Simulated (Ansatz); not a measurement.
Molecule: SnF2, charge 0, multiplicity 1. 
Structure (B3LYP-D3(BJ)/def2-TZVP (Ansatz, a first-principles code) minimum search):
SMILES: [F][Sn][F]
```xyz
3

Sn     0.0031    -0.0019     0.3444
F      0.6963     1.2727    -0.9558
F     -0.7135    -1.2620    -0.9573
```
Charge 0, spin multiplicity 1.

Dipole moments at this geometry, in debye (magnitudes).

| level | program | dipole (D) |
|---|---|---|
| SVWN5/def2-TZVPD | Ansatz | 3.71 |
| revPBE/def2-TZVPD | Ansatz | 3.64 |
| r2SCAN/def2-TZVPD | Ansatz | 3.68 |
| B97M-V/def2-TZVPD | Ansatz | 3.81 |
| B3LYP/def2-TZVPD | Ansatz | 3.93 |
| PBE0/def2-TZVPD | Ansatz | 3.85 |
| r2SCANh/def2-TZVPD | Ansatz | 3.76 |
| r2SCAN0/def2-TZVPD | Ansatz | 3.87 |
| HSE06/def2-TZVPD | Ansatz | 3.85 |
| LC-wPBE/def2-TZVPD | Ansatz | 3.83 |
| wB97M-V/def2-TZVPD | Ansatz | 3.88 |
| wB97X-V/def2-TZVPD | Ansatz | 3.86 |
| CCSD(T)/def2-SVPD | Ansatz | ? |

Question: What belongs in the gaps?

Answer: 
- CCSD(T)/def2-SVPD, dipole (D): 3.91
